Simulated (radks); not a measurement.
Coulomb parameter of the 5d shell of the gold ion Au3+ in the model configuration [Xe] 4f14 5d6 6p2, as a second difference U = [E(n + 0.5) + E(n - 0.5) - 2 E(n)] / (0.5)^2 with all orbitals relaxed. "Bare": the charge of the atom changes with n. "Screened": the 6p shell takes up the change at fixed total charge, which measures U(5d,5d) + U(6p,6p) - 2 U(5d,6p). All-electron calculation, scalar-relativistic Kohn-Sham, LDA (Slater exchange, Perdew-Wang correlation), spin-unpolarised, spherical densities, point nucleus. Program: a radial shooting solver on a logarithmic mesh with Libxc functionals.

case                   configuration  E - E(n) (eV)
start              [Xe] 4f14 5d6 6p2          0.000
bare +0.5        [Xe] 4f14 5d6.5 6p2        -23.031
bare -0.5        [Xe] 4f14 5d5.5 6p2         26.571
screened +0.5  [Xe] 4f14 5d6.5 6p1.5        -10.604
screened -0.5  [Xe] 4f14 5d5.5 6p2.5         11.255

U(bare) = 14.158 eV, U(screened by 6p) = 2.606 eV, against the Slater integral F0(5d,5d) = 17.934 eV with frozen orbitals.
